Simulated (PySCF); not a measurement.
B3H7N (charge -1).
Atom-mapped SMILES: `[BH2:1][BH2-:2][NH:3][BH2:4]` (hydrogens: H5, H6 on B1; H7, H8 on B2; H9 on N3; H10, H11 on B4)

Torsions of this conformer, `[BH2:1][BH2-:2][NH:3][BH2:4]`: B1–B2–N3–B4 126°.

The closed-shell ground state was solved at several levels (PySCF, density fitting, gas phase, non-relativistic). Isolated species at its GFN2-xTB geometry (one conformer only). No diffuse functions stand in pcJ-1 and pcSseg-1, which bears on an anion's orbital energies.

| level | basis functions | total energy (Eh) | HOMO (eV) | LUMO (eV) | gap (eV) |
| --- | --- | --- | --- | --- | --- |
| B3LYP/pcJ-1 | 178 | -133.5864 | -1.24 | 3.38 | 4.62 |
| PBE0/pcSseg-1 | 103 | -133.3527 | -1.41 | 3.61 | 5.02 |

(1) What might B3LYP/def2-SVPD (136 basis functions) give for the same quantities?

(2) Over all these levels, which gives the widest orbital gap and which the narrowest?

Answers

(1) Total energy -133.4839 Eh, HOMO -1.29 eV, LUMO 3.24 eV, gap 4.53 eV.

(2) PBE0/pcSseg-1 (global hybrid, 25 % exact exchange) has the widest, 5.02 eV, and B3LYP/def2-SVPD (global hybrid, 20 % exact exchange) the narrowest, 4.53 eV. Functional and basis both differ between the two, so the spread mixes both effects.
